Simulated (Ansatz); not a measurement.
# A ladder of methods for InI (SMILES [In][I])

InI: 2 atoms, total charge 0, spin state singlet. SMILES: `[In][I]`. The shape comes from GFN2-xTB, which is rough for such elements, and wasn't checked as a minimum.

```xyz
2

In    0.0000    0.0000    0.0000
I     0.0000    0.0000    2.7892
```

Each level gives the vertical energy of the triplet above the singlet (eV). The values are calculated.

```json
{"level": "SVWN5/STO-3G", "kind": "LDA", "program": "Ansatz", "value (eV)": "2.80", "less FCI/STO-3G": "+0.17", "CPU time (all runs)": "11 s"}
{"level": "BLYP/STO-3G", "kind": "GGA", "program": "Ansatz", "value (eV)": "2.79", "less FCI/STO-3G": "+0.16", "CPU time (all runs)": "20 s"}
{"level": "B3LYP/STO-3G", "kind": "global hybrid", "program": "Ansatz", "value (eV)": "2.83", "less FCI/STO-3G": "+0.20", "CPU time (all runs)": "11 s"}
{"level": "HSE06/STO-3G", "kind": "range-separated hybrid", "program": "Ansatz", "value (eV)": "2.71", "less FCI/STO-3G": "+0.08", "CPU time (all runs)": "13 s"}
{"level": "B2PLYP/STO-3G", "kind": "double hybrid", "program": "Ansatz", "value (eV)": "2.77", "less FCI/STO-3G": "+0.14", "CPU time (all runs)": "11 s"}
{"level": "RPA@PBE/STO-3G", "kind": "RPA", "program": "Ansatz", "value (eV)": "2.85", "less FCI/STO-3G": "+0.22", "CPU time (all runs)": "25 s"}
{"level": "MP2/STO-3G", "kind": "perturbation theory", "program": "Ansatz", "value (eV)": "2.39", "less FCI/STO-3G": "-0.24", "CPU time (all runs)": "4.1 s"}
{"level": "BCCD(T)/STO-3G", "kind": "coupled cluster or CI", "program": "Ansatz", "value (eV)": "2.63", "less FCI/STO-3G": "0.00", "CPU time (all runs)": "5.3 s"}
{"level": "FCI/STO-3G", "kind": "exact in the basis", "program": "Ansatz", "value (eV)": "2.63", "less FCI/STO-3G": "0.00", "CPU time (all runs)": "6.2 s"}
```

FCI/STO-3G is exact within its basis and frozen core, so for wave-function methods in that basis the difference is their error; functionals converge differently with the basis, so for them it is only a difference. All-electron rows without a relativistic Hamiltonian named are non-relativistic. Spin-orbit coupling, which can split open shells on such heavy atoms by tenths of an eV, is left out. The values span 2.39 to 2.85 eV. All rows use very small basis sets, so none should be taken for the real molecule's value. In the correlated wave-function rows the outer d shell of I, In is correlated, in sets not made for it. Times are those of the runs behind each value, whatever else they computed, on shared processors of several kinds: orders of magnitude only.
